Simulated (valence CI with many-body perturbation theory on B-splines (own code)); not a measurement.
Results of a calculation; reference values are marked as such.
## Os LXIV: what each term of the Hamiltonian does

Level of theory: relativistic CI+MBPT: three valence electrons over a frozen Dirac-Fock core [Ne], radial functions for each j: 11 s, 11 p, 9 d, 7 f, 5 g, 2 h, 1 i, with the one-electron correlation potential Σ1, the two-electron term Σ2, the three-electron term Σ3, Breit, model QED; selected CI, second order for the rest (own B-spline code, finite nucleus).

No measured spectrum was set against this ion. As an estimate, large intervals hold to a few tenths of a per cent, small ones and those within an open d or f shell to about a per cent.

Each rung adds one term. CI alone is the Dirac-Coulomb CI over the frozen core; QED comes last and gives the full result, which names the levels. Energies are above (3s^2 3p1/2) J=1/2 on the same rung, in eV.

Levels are named by their leading jj configuration (3d3/2^4 stands for four electrons in 3d with j = 3/2), which in mixed levels can hold well under half, so a name can repeat and another be missing. Letters in brackets count levels of one name in rising energy.

| Level | CI alone | Σ1 | Σ2 | Σ3 | Breit | QED | Full |
| --- | --- | --- | --- | --- | --- | --- | --- |
| (3s 3p1/2^2) J=1/2 | 175.8 | -0.29 | -0.07 | +0.01 | +4.66 | -5.10 | 175.0 |
| (3s^2 3p3/2) J=3/2 | 417.2 | +0.20 | +0.11 | 0.00 | -4.93 | +0.39 | 413.0 |
| (3s 3p1/2 3p3/2) J=3/2 [a] | 561.1 | -0.08 | +0.31 | +0.03 | -0.42 | -4.61 | 556.4 |
| (3s 3p1/2 3p3/2) J=5/2 | 581.1 | -0.08 | +0.15 | +0.02 | -1.30 | -4.58 | 575.3 |
| (3s 3p1/2 3p3/2) J=3/2 [b] | 602.4 | -0.08 | -0.03 | +0.02 | -1.73 | -3.86 | 596.7 |
| (3s 3p1/2 3p3/2) J=1/2 | 612.8 | -0.08 | -0.40 | 0.00 | -0.33 | -4.67 | 607.3 |
| (3s^2 3d3/2) J=3/2 | 662.4 | -0.06 | -0.61 | -0.04 | -4.96 | -1.46 | 655.3 |
| (3s^2 3d5/2) J=5/2 | 747.9 | +0.12 | -0.35 | -0.04 | -8.38 | -0.45 | 738.8 |
| (3p1/2^2 3p3/2) J=3/2 | 774.1 | -0.35 | -0.03 | +0.03 | +1.25 | -7.49 | 767.5 |
| (3s 3p1/2 3d3/2) J=3/2 [a] | 788.3 | -0.35 | -0.13 | +0.01 | +0.42 | -7.22 | 781.0 |
| (3s 3p1/2 3d3/2) J=5/2 | 801.4 | -0.34 | -0.08 | 0.00 | -2.13 | -5.65 | 793.1 |
| (3s 3p1/2 3d3/2) J=1/2 | 828.4 | -0.34 | -0.50 | -0.03 | -1.16 | -5.64 | 820.7 |
| (3s 3p1/2 3d3/2) J=3/2 [b] | 836.1 | -0.34 | -0.57 | -0.05 | -0.95 | -6.09 | 828.1 |
| (3s 3p1/2 3d5/2) J=5/2 [a] | 895.7 | -0.17 | -0.17 | -0.03 | -3.85 | -5.40 | 886.1 |
| (3s 3p1/2 3d5/2) J=7/2 | 911.8 | -0.17 | -0.27 | -0.02 | -4.88 | -5.40 | 901.1 |
| (3s 3p1/2 3d5/2) J=5/2 [b] | 921.8 | -0.17 | -0.30 | -0.07 | -4.29 | -5.43 | 911.6 |
| (3s 3p1/2 3d5/2) J=3/2 | 926.1 | -0.18 | -0.52 | -0.04 | -3.31 | -5.64 | 916.4 |
| (3s 3p3/2^2) J=5/2 | 991.2 | +0.12 | +0.24 | +0.01 | -5.78 | -4.19 | 981.6 |
| (3p1/2^2 3d3/2) J=3/2 | 996.9 | -0.63 | -0.47 | -0.01 | +3.26 | -10.68 | 988.4 |
| (3s 3p3/2^2) J=1/2 | 1029.5 | +0.12 | -0.04 | 0.00 | -5.04 | -4.22 | 1020.3 |
| (3s 3p3/2^2) J=3/2 | 1037.5 | +0.12 | -0.36 | 0.00 | -5.47 | -4.25 | 1027.6 |
| (3p1/2^2 3d5/2) J=5/2 | 1108.1 | -0.45 | -0.69 | -0.03 | +0.50 | -10.45 | 1097.0 |
| (3p1/2 3p3/2^2) J=5/2 | 1185.0 | -0.15 | +0.06 | +0.04 | -3.35 | -7.89 | 1173.7 |
| (3p1/2 3p3/2^2) J=3/2 | 1189.8 | -0.16 | -0.29 | +0.02 | -1.40 | -8.98 | 1179.0 |
| (3p1/2 3p3/2^2) J=1/2 | 1207.2 | -0.15 | -0.14 | +0.03 | -1.89 | -8.36 | 1196.6 |
| (3s 3p3/2 3d3/2) J=3/2 [a] | 1218.3 | -0.14 | -0.15 | -0.02 | -6.21 | -5.34 | 1206.5 |
| (3s 3p3/2 3d3/2) J=1/2 [a] | 1219.8 | -0.14 | -0.11 | -0.02 | -5.69 | -5.49 | 1208.4 |
| (3s 3p3/2 3d3/2) J=5/2 [a] | 1223.6 | -0.14 | -0.26 | -0.01 | -5.93 | -6.02 | 1211.3 |
| (3s 3p3/2 3d3/2) J=7/2 | 1226.7 | -0.13 | -0.08 | -0.03 | -7.49 | -5.19 | 1213.8 |
| (3s 3p3/2 3d3/2) J=3/2 [b] | 1255.6 | -0.13 | -0.57 | -0.04 | -6.50 | -5.34 | 1243.0 |
| (3s 3p3/2 3d3/2) J=5/2 [b] | 1268.9 | -0.14 | -0.74 | -0.03 | -6.44 | -5.59 | 1255.9 |

The middle columns are the shifts that each term adds.

Question: How does the ionisation energy move along the ladder, and which term matters most?

Answer: CI alone 7195.8, + Σ1 7197.0, + Σ2 7197.0, + Σ3 7196.9, + Breit 7185.9, + QED 7185.6 eV. The largest step is Breit, -11.0 eV. NIST lists 7185 ± 19 eV (theoretical).
